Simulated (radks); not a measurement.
Fractional charge and spin in the 6s shell of iridium: the spin-up occupation runs from 0 to 1 and the spin-down occupation from 0 to 1; the fullest corner is Ir, [Xe] 4f14 5d(up 3.5, down 3.5) 6s(up 1, down 1). Method: scalar-relativistic Kohn-Sham, PBE, spin-polarised, spherical densities, finite nucleus; Fermi nuclear charge, rms radius of each element as measured or else 0.836 A^(1/3) + 0.57 fm; computed with a radial shooting solver on a logarithmic mesh with Libxc functionals. Energy (eV) minus the two flat planes that join the four corners (they meet along the diagonal where the two added fractions sum to one electron); zero is where a piecewise linear energy would lie.

| down \ up | 0 | 0.5 | 1 |
|---|---|---|---|
| 0 | 0.000 | -0.942 | 0.000 |
| 0.5 | -0.942 | 0.205 | -0.849 |
| 1 | 0.000 | -0.849 | 0.000 |

Corners above the fullest one (they belong to Ir+ and the next ion): (up 1, down 0) 9.670 eV, (up 0, down 1) 9.670 eV, (up 0, down 0) 27.337 eV. With half an added electron in each spin the energy lies 0.205 eV from the planes, and with half an added electron in spin up alone -0.942 eV. The planes are only a guide here: the flat-plane condition holds for ground states with one frontier orbital, while other shells are open and held unpolarised.
